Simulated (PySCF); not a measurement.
Br2ClHOSi.

```xyz
6

O     -1.6273    -0.7046    -1.1161
Si    -0.4514    -0.3240    -0.0414
Cl    -0.6851    -1.3714     1.7039
Br     1.4524    -0.8568    -0.9801
Br    -0.4948     1.8271     0.4494
H     -2.5337    -0.4742    -0.8838
```
Charge 0, spin multiplicity 1.

Geometry: PBE0-D3(BJ)/def2-SVP. The structure was generated by enumeration, and PubChem lists no compound with its InChIKey, so it may never have been made. One conformer was computed; it need not be the lowest.

All values below come from PBE/pcSseg-1 in PySCF. Non-relativistic, no solvent.

Computed absolute GIAO shielding of each atom: isotropic value and principal components (ppm):
```
atom  σ(iso)     σ11     σ22     σ33   span
----  ------  ------  ------  ------  -----
O1     202.5   162.1   199.5   245.8   83.7
Si2    320.5   299.8   319.2   342.5   42.7
Cl3    701.2   567.1   594.1   942.4  375.3
Br4   2235.8  1915.1  1981.1  2811.3  896.2
Br5   2169.7  1841.5  1898.3  2769.3  927.8
H6      28.3    21.4    23.3    40.1   18.7
```
